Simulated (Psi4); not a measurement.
A dimer, CH4 ··· CH4O (SMILES C and CO), singlet; the first 5 atoms form monomer A.

```
11

C      0.0000     0.0000     0.0000
H     -0.6933    -0.4953    -0.6784
H      0.8000     0.4652    -0.5743
H     -0.5304     0.7632     0.5678
H      0.4238    -0.7331     0.6850
C      2.0939    -3.2136     0.7450
O      1.4584    -2.4083     1.7280
H      3.1836    -3.1000     0.7587
H      1.7263    -2.8769    -0.2232
H      1.8474    -4.2752     0.8574
H      1.7641    -2.6840     2.5976
```

What interaction energy does SAPT0/jun-cc-pVDZ, frozen core run with Psi4 give, and which attractive term is the largest?

Total -0.67 kJ/mol: electrostatics -9.07, exchange 17.14, induction -3.37, dispersion -5.37. The most attractive term is electrostatics.
